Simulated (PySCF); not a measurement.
Molecule: SMILES C#C/C(=C/CC)CO, C₇H₁₀O.

Atom-mapped SMILES (the numbers label the heavy atoms): `[CH:1]#[C:2]/[C:3](=[CH:4]/[CH2:5][CH3:6])[CH2:7][OH:8]`. Hydrogens are named by the atom that carries them.

Geometry GFN2-xTB throughout; GIAO in PySCF 2.14, gas phase, one conformer, non-relativistic; equivalent atoms averaged; functional PBE0.

**Question.** How do the shifts δ (against TMS, H2O at the same level) depend on the basis set? (a selection of nuclei; ppm; last column core-seconds on 1 thread of an Arm Neoverse V2, shared host)

**Answer.** 
```
basis set  functions     C3    C1    C7    C5    O8  H(C4)  H(C1)  H(C7)  H(O8)  core-s
   STO-3G         50  101.4  77.5  55.2  27.8   9.4   6.10   3.17   2.87  -1.41       4
    3-21G         92  110.2  76.1  59.1  24.4  25.5   6.69   2.92   4.69  -0.19     8.6
 pcSseg-1        186  127.3  84.9  66.1  27.0  47.6   6.73   2.59   4.46   0.81      20
  IGLO-II        236  127.5  82.6  65.7  26.8  48.2   6.77   2.35   4.34   0.74      25
```

**Question.** Which nucleus among those listed moves most, in ppm?

**Answer.** O8 (alcohol oxygen): from 9.4 ppm with STO-3G to 48.2 ppm with IGLO-II. The smallest spread is 0.67 ppm, at H(C4). Proton shifts span only some 12 ppm, so a few tenths of a ppm matter as much there as several ppm in carbon.

**Question.** Taking the largest basis, IGLO-II (236 functions), as the yardstick, rank the others by their worst heavy-atom deviation.

**Answer.** pcSseg-1 2.3 ppm (186 functions), 3-21G 22.7 ppm (92 functions), STO-3G 38.8 ppm (50 functions).

A small basis that lands close on one nucleus may do so by chance; judge by the trend and by all nuclei.
